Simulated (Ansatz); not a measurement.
Reaction (formal exchange of groups at the Si–N bond): `FCN[SiH2]Cl` + `Cl[SiH2]Cl` → `Cl[SiH2][SiH](Cl)Cl` + `NCF`

Isolated molecules relaxed with PBE0-D4/def2-TZVP in Ansatz; ΔE leaves out vibrations. CBS: MP2 limit from def2 TZ/QZ plus the TZ coupled-cluster correction, frozen cores. Functionals use def2-TZVPP. One conformer a species, not always the lowest.

CCSD(T)/CBS gives +14.0 kcal/mol.

Problem. Another level gave +15.0 kcal/mol. Which?
A. B97M-V/def2-TZVPP
B. r2SCAN0/def2-TZVPP
C. CCSD/def2-TZVPP
D. HF/def2-TZVPP

Solution. C. CCSD/def2-TZVPP 15.0, HF/def2-TZVPP 17.7, r2SCAN0 13.5, B97M-V 12.3 kcal/mol.

Problem. What do rigid-rotor, harmonic-oscillator terms from PBE0-D4/def2-TZVP frequencies (298.15 K, 1 bar) make of the CCSD(T)/CBS value? (Best estimate.)

Solution. Computed: ΔZPE = +1.2 kcal/mol, ΔH = +15.6 kcal/mol, ΔS = 8 J/(mol·K), ΔG = +15.0 kcal/mol. Modes under 50 cm⁻¹ make the entropy rough.

Largest T1 diagnostic among the species: 0.011.

Leaving LDA and LC-ωPBE aside and taking each functional with its dispersion term where it has one, the values, not all of them listed here, spread over 5.9 kcal/mol, from PBE-D4 to ωB97M-V. LDA lies +1.6 kcal/mol from PBE without D4. From PBE to PBE0 (25 % exact exchange), in def2-TZVPP and without D4, ΔE moves by +1.6 kcal/mol.
